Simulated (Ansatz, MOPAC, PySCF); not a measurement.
Noncovalent pair: PH3 (SMILES P) (first 4 atoms) with AsH3 (SMILES [AsH3]); geometry from B3LYP-D3(BJ)/def2-TZVP, rigid monomers moved along the line of their centres of mass till P1···As5 is 3.28 Å.
(charge 0, multiplicity 1):
```xyz
8

P     -0.024     0.122    -0.475
H      1.388    -0.002    -0.460
H     -0.238    -1.264    -0.273
H     -0.111     0.025    -1.888
As     0.197     0.351     2.787
H      0.295     0.477     4.306
H     -1.313     0.551     2.803
H      0.454     1.838     2.582
```

Counterpoise-corrected where a basis set is named; no monomer relaxation. Rows marked so take none.

Frozen-core correlation. Filled d and f shells under p-block atoms count as core. CBS: X⁻³ extrapolation of the correlation energy, Hartree–Fock from the larger set. Rows in 6-31G*, STO-3G carry no dispersion term and start afresh at each structure (6-31G* with six Cartesian d functions); the Pople sets are all-electron and without relativity. MP2/6-31G* freezes PySCF's default core, which leaves 3d correlated. The state reached by AM1, PM3, PM6, PM7 isn't checked; PM7 holds dispersion and hydrogen-bond terms.

Run with Ansatz (a first-principles code); MOPAC for AM1, PM3, PM6, PM7 (differences of heats of formation); PySCF for 6-31G* rows, STO-3G rows, the dispersion terms. 

Other levels give for the interaction energy: PBE/def2-TZVPPD -0.01; B3LYP/def2-TZVPPD 1.61; B3LYP-D3(BJ)/def2-TZVPPD -0.93; wB97M-V/def2-TZVPPD -0.47; CCSD(T)/CBS(def2-SVPD, def2-TZVPPD) 0.06 kcal/mol.

Common cheap choices:

```json
[
 {"level": "AM1", "interaction energy (kcal/mol)": "1.77", "less 0.06 (CCSD(T)/CBS(def2-SVPD, def2-TZVPPD))": "1.72"},
 {"level": "PM3", "interaction energy (kcal/mol)": "5.13", "less 0.06 (CCSD(T)/CBS(def2-SVPD, def2-TZVPPD))": "5.07"},
 {"level": "PM6", "interaction energy (kcal/mol)": "5.64", "less 0.06 (CCSD(T)/CBS(def2-SVPD, def2-TZVPPD))": "5.58"},
 {"level": "PM7", "interaction energy (kcal/mol)": "-3.29", "less 0.06 (CCSD(T)/CBS(def2-SVPD, def2-TZVPPD))": "-3.34"},
 {"level": "HF/STO-3G (no counterpoise)", "interaction energy (kcal/mol)": "1.66", "less 0.06 (CCSD(T)/CBS(def2-SVPD, def2-TZVPPD))": "1.61"},
 {"level": "HF/6-31G*", "interaction energy (kcal/mol)": "3.26", "less 0.06 (CCSD(T)/CBS(def2-SVPD, def2-TZVPPD))": "3.20"},
 {"level": "HF/6-31G* (no counterpoise)", "interaction energy (kcal/mol)": "3.08", "less 0.06 (CCSD(T)/CBS(def2-SVPD, def2-TZVPPD))": "3.02"},
 {"level": "MP2/6-31G* (no counterpoise)", "interaction energy (kcal/mol)": "0.51", "less 0.06 (CCSD(T)/CBS(def2-SVPD, def2-TZVPPD))": "0.45"}
]
```
